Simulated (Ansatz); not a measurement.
`[OH][Al]([F])[Cl]` + `BO` → `B[O][Al]([OH])[F]` + HCl at 298.15 K and 1 bar (ligand exchange at the Al–Cl bond).

Program: Ansatz. Geometries: PBE0-D4/def2-TZVP. ΔE: electronic, gas phase. CCSD(T)/CBS adds triple-zeta CCSD(T) − MP2 to the extrapolated MP2 energy (def2 sets, frozen cores). This one scheme is used for every species. One conformer a species, not always the lowest.

| species | CCSD(T)/CBS energy (Eh) | H − E (kJ/mol) | S (J/(mol·K)) |
| --- | --- | --- | --- |
| `[OH][Al]([F])[Cl]` | -877.57483 | 63.6 | 311.3 |
| `BO` | -101.80414 | 103.5 | 230.4 |
| `B[O][Al]([OH])[F]` | -518.98670 | 131.7 | 354.5 |
| HCl | -460.38127 | 26.6 | 186.8 |

H − E and S are ideal-gas, rigid-rotor, harmonic terms from PBE0-D4/def2-TZVP, for one conformer and one mirror image of each species. 1 Eh = 2625.50 kJ/mol, R = 8.31446 J/(mol·K).

**Question.** By hand: ΔE, ΔH, ΔS and ΔG.

**Answer.** ΔE = (-518.98670) + (-460.38127) − (-877.57483) − (-101.80414) = 0.01100 Eh = 28.9 kJ/mol. Δ(H − E) = 131.7 + 26.6 − 63.6 − 103.5 = -8.8, so ΔH = 20.1 kJ/mol. ΔS = 354.5 + 186.8 − 311.3 − 230.4 = -0.4 J/(mol·K). ΔG = 20.1 − 298.15 × (-0.4)/1000 = 20.2 kJ/mol.

**Question.** By hand: the equilibrium constant, and the temperature at which ΔG would vanish if ΔH and ΔS stayed fixed.

**Answer.** log₁₀ K = −ΔG/(RT ln 10) = -3.5. ΔH and −TΔS have one sign here, so there is no such temperature.

The number of gas molecules stays the same, so ΔS is small and ΔH decides. A doubt of 5 kJ/mol in ΔE shifts log₁₀ K by 0.9 here. Other conformers and mirror images would add mixing entropy, several J/(mol·K) or more a flexible species. These are equilibria of isolated gas molecules and say nothing of rates. Largest T1 diagnostic: 0.014 (customary marks: 0.02 for closed shells, 0.045 for open ones).

ΔS is within the doubt of such terms, so its sign, and with it that verdict, could turn.
